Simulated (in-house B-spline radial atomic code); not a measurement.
F3+ is squeezed into an impenetrable sphere of radius R (the orbitals vanish at R). Computed with a radial B-spline atomic code at the basis-set limit: Dirac-Hartree-Fock, average of configuration, Fermi nucleus of rms radius 2.8976 fm.

Energies in eV above the free ion in [He] 2s2 2p2:

```csv
R (bohr),highest level (eV),[He] 2s2 2p2,[He] 2s1 2p3
8.43,-86.3,0,19.12
6.15,-86.3,0,19.12
5.47,-86.3,0,19.12
4.07,-86.3,0.001718,19.13
3.73,-86.3,0.007484,19.13
3.03,-86.1,0.1424,19.3
2.73,-85.9,0.4808,19.69
2.38,-85,1.906,21.24
1.83,-79.1,15.08,34.53
1.53,-68.6,44.95,63.32
```

Q: Does [He] 2s1 2p3 fall below [He] 2s2 2p2 under compression?

A: No, it stays above over the whole range.
